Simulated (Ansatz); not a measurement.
Gas-phase electronic energies from Ansatz, PBE0-D4/def2-TZVP geometries. CCSD(T)/CBS is the MP2 limit (def2-TZVPP, def2-QZVPP) plus CCSD(T) − MP2 in def2-TZVPP, frozen cores. Each species was taken in one conformer, which may not be the lowest.

Reaction (ligand exchange at the Si–O bond): `CC(O)O[SiH3]` + `CNCF` → `CN([SiH3])CF` + `CC(O)O`

```tsv
species	HF/def2-TZVPP energy (Eh)
`CC(O)O[SiH3]`	-519.19789
`CNCF`	-233.20537
`CN([SiH3])CF`	-523.32952
`CC(O)O`	-229.05495
```

Question: Work out ΔE.

Answer: ΔE = (-523.32952) + (-229.05495) − (-519.19789) − (-233.20537) = 0.01879 Eh = +49.3 kJ/mol. CCSD(T)/CBS gives +36.2 kJ/mol.

Largest T1 diagnostic among the species: 0.011.

In def2-TZVPP, CCSD(T) changes the Hartree–Fock value by −14.2 kJ/mol (the triples alone add −1.8 kJ/mol) and MP2 by −15.1 kJ/mol.
